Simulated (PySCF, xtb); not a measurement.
VOF3, SMILES [O]=[V]([F])([F])[F], multiplicity 1.

Harmonic wavenumbers (cm⁻¹) from GFN2-xTB (xtb) at its own minimum, in rising order: 189, 190, 261, 295, 295, 584, 659, 660, 1022.

What does PBE-D3(BJ)/def2-SVP in PySCF give at its own minimum? (The exact figures need the calculation; the answer reports its results.)

205, 205, 259, 312, 312, 723, 814, 814, 1116. Paired by order, the mean absolute difference is 68 cm⁻¹ and the zero-point energies are 5.9 and 6.8 kcal/mol.
